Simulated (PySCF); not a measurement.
Peak assignment

Cartesian coordinates in Å; atom numbers follow the order of the lines, from 1:
```xyz
11

C    -1.4015    1.0132   -0.4621
O    -0.1992    0.7509    0.1873
C     0.3485   -0.4904   -0.1341
B     1.6905   -0.7568    0.6285
F     2.3339   -1.8846    0.3663
H    -1.2873    1.0122   -1.5654
H    -1.7490    2.0076   -0.1484
H    -2.1837    0.2697   -0.2054
H     0.5333   -0.5970   -1.2286
H    -0.3479   -1.3287    0.1090
H     2.1746   -0.0117    1.4482
```

PySCF 2.14 calculation with J: B3LYP/pcJ-1 (spin–dipole term only in couplings to heteroatoms), σ from GIAO-PBE0/pcSseg-1 and PBE0-D3(BJ)/def2-SVP geometry; a single conformation, equivalent nuclei averaged, no solvent model, non-relativistic Hamiltonian.

References, each an isolated molecule treated in the same way: ¹³C (σref 184.41) and ¹H (σref 31.27) against TMS.

Task: Assign these signals to the numbered atoms. ¹³C{¹H} NMR (computed): δ 69.6 (d, J = 24.2 Hz), 62.0.

Result: 
| δ (ppm) | atoms | environment | reason |
| --- | --- | --- | --- |
| 69.6 | C3 | sp3 CH2 bonded to B and O | the inductive effect lowers its shielding |
| 62.0 | C1 | methyl carbon bonded to O | the inductive effect lowers its shielding |

Task: Assign these signals to the numbered atoms. ¹H NMR (400 MHz, computed): δ 5.76 (br, 1H), 3.21 (s, 3H), 2.99 (d, J = 2.7 Hz, 2H).

Result: 
```tsv
δ (ppm)	atoms	environment	reason
5.76	H11	hydrogen on a boron bonded to C, F	–
3.21	H6/H7/H8	hydrogen on a methyl carbon bonded to O	its carbon carries O, hence the downfield position
2.99	H9/H10	hydrogen on an sp3 CH2 bonded to B and O	its carbon carries O, hence the downfield position
```

Hydrogens on boron are broadened and split by ¹¹B (spin 3/2, 80 %) and 10B (spin 3). A carbon bonded to boron is broadened by the quadrupolar boron nucleus and is often missing from a measured spectrum. C–F couplings over four or more bonds (about 3 Hz to the para carbon of a fluoroarene) are left out. Splittings below 1 Hz are ignored in the labels, and close J values are merged. Shifts are as computed. Against solution values, carbons near 30 ppm lie about +2 ppm off and those near 130 ppm about +5 ppm. Of 1211 compounds with measured shifts, 218 miss one by over three times the rms of a fit or turn the order of signals round; such compounds aren't used in these exercises. Only one conformer was computed, so three-bond couplings in flexible chains and rings are approximate.
